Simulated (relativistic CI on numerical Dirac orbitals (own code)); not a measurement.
Level scheme of Pt VI

Computed by Dirac-Coulomb-Breit CI, separate exchange-only KLI orbitals for each configuration, QED by a radiative potential, valence Slater integrals scaled by 0.85, P86 correlation energy added to each configuration (own radial code, finite nucleus).

CI space (outside the closed core [Kr] 4d10 4f14): 5s²5p⁶5d⁵, 5s²5p⁶5d⁴6s, 5s²5p⁶5d⁴5f, 5s²5p⁶5d⁴6p, 5s²5p⁶5d³6s², 5s²5p⁶5d⁴5g, 5s²5p⁵5d⁶, 5s²5p⁶5d⁴6d, 5s²5p⁶5d⁴7s, 5s²5p⁶5d³6s6p, 5s²5p⁶5d⁴7p, 5s²5p⁶5d⁴6f, 5s²5p⁶5d⁴7d, 5s²5p⁴5d⁷, 5s5p⁶5d⁶. Levels of other configurations are missing.

The lowest level is 5s²5p⁶5d⁵ ⁶S5/2, with 78 % of that term; Hund's rules for 5s²5p⁶5d⁵ give ⁶S with J = 5/2, in agreement.

```tsv
No.	Configuration	Term	J	E (cm⁻¹)	%	Landé g	Lifetime (s)
1	5s²5p⁶5d⁵	⁶S	5/2	0.0	78	1.898	
2	5s²5p⁶5d⁵	⁴G	5/2	16985.1	23	1.092	2.48e-02
3	5s²5p⁶5d⁵	⁴P	3/2	24104.4	46	1.376	1.39e-02
4	5s²5p⁶5d⁵	⁴G	7/2	24373.4	56	1.111	8.56e-02
5	5s²5p⁶5d⁵	⁴G	5/2	26302.7	41	1.065	2.01e-02
6	5s²5p⁶5d⁵	⁴G	11/2	26381.9	73	1.212	
7	5s²5p⁶5d⁵	⁴G	9/2	27617.9	78	1.168	1.10e+00
8	5s²5p⁶5d⁵	⁴P	1/2	27741.0	66	1.918	4.70e-01
9	5s²5p⁶5d⁵	⁴D	7/2	33031.2	56	1.267	4.93e-02
10	5s²5p⁶5d⁵	²D	5/2	33911.4	32	1.259	1.62e-02
11	5s²5p⁶5d⁵	⁴D	1/2	37371.5	73	0.679	2.40e-02
12	5s²5p⁶5d⁵	⁴D	3/2	38030.4	44	1.204	2.72e-02
13	5s²5p⁶5d⁵	²F	7/2	38676.2	40	1.132	6.27e-02
14	5s²5p⁶5d⁵	²I	11/2	39260.0	67	1.012	3.65e-02
15	5s²5p⁶5d⁵	⁴F	3/2	40127.2	50	0.822	9.38e-03
16	5s²5p⁶5d⁵	²G	9/2	41325.5	46	1.163	4.14e-02
17	5s²5p⁶5d⁵	²F	5/2	42945.7	31	1.028	9.46e-03
18	5s²5p⁶5d⁵	²I	13/2	43673.1	100	1.077	1.97e-01
19	5s²5p⁶5d⁵	⁴F	5/2	48212.8	38	1.089	9.17e-03
20	5s²5p⁶5d⁵	²H	9/2	48655.4	53	1.099	1.08e-02
21	5s²5p⁶5d⁵	²G	7/2	50080.0	52	1.024	3.48e-02
22	5s²5p⁶5d⁵	²F	5/2	52171.5	46	1.063	8.17e-03
23	5s²5p⁶5d⁵	²D	3/2	52414.7	55	0.710	1.78e-02
24	5s²5p⁶5d⁵	²F	7/2	53788.0	58	1.070	1.13e-02
25	5s²5p⁶5d⁵	²S	1/2	56116.0	78	1.936	9.60e-03
26	5s²5p⁶5d⁵	⁴F	7/2	57361.1	46	1.179	1.00e-02
27	5s²5p⁶5d⁵	²G	9/2	59353.8	49	1.094	1.74e-02
28	5s²5p⁶5d⁵	²H	11/2	59790.4	66	1.061	7.51e-03
29	5s²5p⁶5d⁵	²D	3/2	63099.2	82	0.832	5.77e-03
30	5s²5p⁶5d⁵	²D	5/2	64703.1	58	1.092	5.50e-03
31	5s²5p⁶5d⁵	²D	5/2	69667.9	55	1.106	6.38e-03
32	5s²5p⁶5d⁵	²G	9/2	71453.8	95	1.110	1.11e-02
33	5s²5p⁶5d⁵	²G	7/2	74111.6	84	0.928	8.78e-03
34	5s²5p⁶5d⁵	²P	3/2	79097.3	80	1.230	9.70e-03
35	5s²5p⁶5d⁵	²P	1/2	84695.2	87	0.802	6.03e-03
36	5s²5p⁶5d⁵	²D	5/2	91204.8	93	1.194	3.65e-03
37	5s²5p⁶5d⁵	²D	3/2	93969.4	79	0.890	4.20e-03
38	5s²5p⁶5d⁴6s	⁶D	1/2	118467.8	69	3.057	2.34e-04
39	5s²5p⁶5d⁴6s	⁶D	3/2	123642.4	85	1.834	2.40e-04
40	5s²5p⁶5d⁴6s	⁶D	5/2	128197.7	90	1.628	2.23e-04
41	5s²5p⁶5d⁴6s	⁶D	7/2	131845.0	86	1.542	1.98e-04
42	5s²5p⁶5d⁴6s	⁶D	9/2	134594.2	72	1.478	1.70e-04
43	5s²5p⁶5d⁴6s	⁴D	1/2	137282.7	45	0.957	6.92e-05
44	5s²5p⁶5d⁴6s	⁴D	3/2	143837.8	63	1.161	7.09e-05
45	5s²5p⁶5d⁴6s	⁴H	7/2	143991.4	49	0.877	1.32e-04
```

Energies count from the lowest computed level; lifetimes are radiative, by E1, M1, E2 decay to levels of this space only; some are left blank where a channel outside the calculation adds to the decay or the decay crosses a small, uncertain gap.

The mean weight of the leading LS term, summed over parents, in these 45 levels is 63 %, and that of the leading jj configuration (from the same eigenvectors) 65 %.

At this charge configurations can still be misplaced by up to about 7 % of their energy. Levels and lines within the n = 5 or 6 shells can be off by up to 10 % or somewhat more, and those that change n by about 2 %, since core polarisation is missing.

LS names give the leading component of a level, which can be under half, so a name can repeat, a term be missing and a line seem to break the LS rules.
